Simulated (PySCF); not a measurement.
Pt(Cl)2(CO)2 (C2Cl2O2Pt), SMILES [O+]#[C-]->[Pt]([Cl])([Cl])<-[C-]#[O+], multiplicity 1.

Coordinates come from a PBE0-D3(BJ)/def2-SVP optimisation. The spin state was assumed, not searched. The isomer is the one that the SMILES or the coordinates give; other isomers of the formula were not compared. The def2 effective core potentials stand for the cores of Pt; spin–orbit coupling is left out.

Level of theory: TDA-CAM-B3LYP/def2-SVPD in PySCF 2.14.0.

Vertical excitations. The molecule is in vacuum. State labels are in the subgroup D2h.

Computed excitation energies, oscillator strengths and character:
```
state  symmetry  energy (eV)  λ (nm)      f                              main pairs
-----  --------  -----------  ------  -----  --------------------------------------
S1          B1g         3.47     357  0.000                        HOMO→LUMO+1 94 %
S2          B2u         3.59     345  0.018                          HOMO→LUMO 95 %
S3          B3g         3.98     312  0.000                      HOMO−1→LUMO+1 93 %
S4           Au         4.06     306  0.000                        HOMO−1→LUMO 98 %
S5          B3u         4.22     294  0.001                        HOMO→LUMO+2 93 %
S6           Ag         4.37     284  0.000                      HOMO−4→LUMO+1 97 %
S7          B3u         4.61     269  0.036                        HOMO−4→LUMO 98 %
S8          B1u         4.65     267  0.000  HOMO−1→LUMO+2 68 %, HOMO−2→LUMO+1 30 %
S9          B2g         4.94     251  0.000                       HOMO−2→LUMO 100 %
S10         B1u         5.23     237  0.000  HOMO−2→LUMO+1 68 %, HOMO−1→LUMO+2 30 %
T1          B1g         2.84     437      0                        HOMO→LUMO+1 91 %
T2          B2u         3.41     364      0                          HOMO→LUMO 97 %
T3          B3g         3.55     349      0                      HOMO−1→LUMO+1 92 %
T4           Ag         3.78     328      0                      HOMO−4→LUMO+1 97 %
```
Triplets are in the Tamm–Dancoff approximation.
